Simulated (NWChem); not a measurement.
All runs are NWChem calculations. System: thiourea (CH4N2S), charge 0, spin multiplicity 1, at a geometry optimised with B3LYP/def2-SVP. Level: RHF/def2-TZVP.

Input file:

```
start mol
memory heap 200 mb stack 900 mb global 1100 mb
geometry units angstroms nocenter noautoz
  N     -1.096516    -0.351608    -1.048769
  C      0.000000     0.000000    -0.315346
  N      1.096516     0.351608    -1.048769
  S      0.000000     0.000000     1.353408
  H     -1.189551    -0.054571    -2.014664
  H     -1.952430    -0.485514    -0.525175
  H      1.189551     0.054571    -2.014664
  H      1.952430     0.485514    -0.525175
  symmetry group C2
end
basis spherical
  * library def2-tzvp
end
scf
  rhf
  nopen 0
  maxiter 100
  thresh 1e-7
  semidirect memsize 60000000 filesize 0
end
task scf energy
```

Output (cleaned and shortened):

```
             Northwest Computational Chemistry Package (NWChem) 7.3.0
             --------------------------------------------------------

                                NWChem Input Module
                                -------------------

 Scaling coordinates for geometry "geometry" by  1.889725989
 (inverse scale =  0.529177249)

 Turning off AUTOSYM since
 SYMMETRY directive was detected!

                             Geometry "geometry" -> ""
                             -------------------------

 Output coordinates in angstroms (scale by  1.889725989 to convert to a.u.)

  No.       Tag          Charge          X              Y              Z
 ---- ---------------- ---------- -------------- -------------- --------------
    1 N                    7.0000    -1.09651600    -0.35160800    -1.04876900
    2 C                    6.0000     0.00000000     0.00000000    -0.31534600
    3 N                    7.0000     1.09651600     0.35160800    -1.04876900
    4 S                   16.0000     0.00000000     0.00000000     1.35340800
    5 H                    1.0000    -1.18955100    -0.05457100    -2.01466400
    6 H                    1.0000    -1.95243000    -0.48551400    -0.52517500
    7 H                    1.0000     1.18955100     0.05457100    -2.01466400
    8 H                    1.0000     1.95243000     0.48551400    -0.52517500

 Effective nuclear repulsion energy (a.u.)     156.9925954962

            Nuclear Dipole moment (a.u.)
            ----------------------------
        X                 Y               Z
 ---------------- ---------------- ----------------
     0.0000000000     0.0000000000     0.0000151178

      Symmetry information
      --------------------

 Group name             C2
 Group number              4
 Group order               2
 No. of unique centers     5

      Symmetry unique atoms

     1    2    4    5    6


 Summary of "ao basis" -> "" (spherical)
 ------------------------------------------------------------------------------
       Tag                 Description            Shells   Functions and Types
 ---------------- ------------------------------  ------  ---------------------
[...]
 Vector   21  Occ=0.000000D+00  E= 1.080142D-01  Symmetry=a
              MO Center= -1.1D-15,  6.8D-16, -2.1D+00, r^2= 6.0D+00
   Bfn.  Coefficient  Atom+Function         Bfn.  Coefficient  Atom+Function
  ----- ------------  ---------------      ----- ------------  ---------------
     5      1.684897  1 N  s                 67      1.684897  3 N  s
   133     -1.269919  5 H  s                145     -1.269919  7 H  s
    36     -0.689463  2 C  s                139     -0.564884  6 H  s
   151     -0.564884  8 H  s                 98      0.336831  4 S  s
    14     -0.304115  1 N  pz                76     -0.304115  3 N  pz

 Vector   22  Occ=0.000000D+00  E= 1.324566D-01  Symmetry=b
              MO Center=  4.5D-13, -2.8D-13, -5.6D-01, r^2= 5.1D+00
   Bfn.  Coefficient  Atom+Function         Bfn.  Coefficient  Atom+Function
  ----- ------------  ---------------      ----- ------------  ---------------
   133      0.904344  5 H  s                145     -0.904344  7 H  s
    43      0.620410  2 C  px                 5     -0.514215  1 N  s
    67      0.514215  3 N  s                112      0.454060  4 S  py
   139      0.445311  6 H  s                151     -0.445311  8 H  s
    44     -0.436006  2 C  py                14      0.352386  1 N  pz

 Vector   23  Occ=0.000000D+00  E= 1.609662D-01  Symmetry=b
              MO Center=  4.3D-14, -9.1D-14, -1.0D+00, r^2= 7.9D+00
   Bfn.  Coefficient  Atom+Function         Bfn.  Coefficient  Atom+Function
  ----- ------------  ---------------      ----- ------------  ---------------
   133     -1.095769  5 H  s                145      1.095769  7 H  s
     5      1.062074  1 N  s                 67     -1.062074  3 N  s
   139     -1.046987  6 H  s                151      1.046987  8 H  s
    44     -0.564672  2 C  py                12     -0.406982  1 N  px
    74     -0.406982  3 N  px                13      0.287363  1 N  py

 center of mass
 --------------
 x =  -0.00000000 y =  -0.00000000 z =   0.12420175

 moments of inertia (a.u.)
 ------------------
         367.511573345716         -45.849390384004           0.000000000000
         -45.849390384004         511.302091977624          -0.000000000000
           0.000000000000          -0.000000000000         171.955414553946

  Mulliken analysis of the total density
  --------------------------------------

    Atom       Charge   Shell Charges
 -----------   ------   -------------------------------------------------------
    1 N    7     7.52   0.82  1.16  0.50  0.83  0.15  1.53  1.80  0.69  0.01  0.04  0.00
    2 C    6     5.67   0.86  1.12  0.52  0.54  0.06  1.12  1.03  0.15  0.04  0.20  0.02
    3 N    7     7.52   0.82  1.16  0.50  0.83  0.15  1.53  1.80  0.69  0.01  0.04  0.00
    4 S   16    16.38   2.01  0.49  1.48  1.03  0.78  4.18  1.69  0.89  2.29  1.44  0.03  0.05  0.01
    5 H    1     0.74   0.25  0.40  0.05  0.04
    6 H    1     0.72   0.25  0.38  0.05  0.04
    7 H    1     0.74   0.25  0.40  0.05  0.04
    8 H    1     0.72   0.25  0.38  0.05  0.04

       Multipole analysis of the density wrt the origin
       ------------------------------------------------

     L   x y z        total         open         nuclear
     -   - - -        -----         ----         -------
     0   0 0 0     -0.000000      0.000000     40.000000

     1   1 0 0      0.000000      0.000000      0.000000
     1   0 1 0      0.000000      0.000000      0.000000
     1   0 0 1     -2.143386      0.000000      0.000015

     2   2 0 0    -18.782909      0.000000     97.443245
     2   1 1 0      0.575884      0.000000     26.509108
     2   1 0 1      0.000000      0.000000     -0.000000
     2   0 2 0    -26.319996      0.000000      7.885618
     2   0 1 1     -0.000000      0.000000     -0.000000
     2   0 0 2    -21.679011      0.000000    192.738410

 Task  times  cpu:       13.5s     wall:       13.5s

 Total times  cpu:       13.5s     wall:       13.5s
```
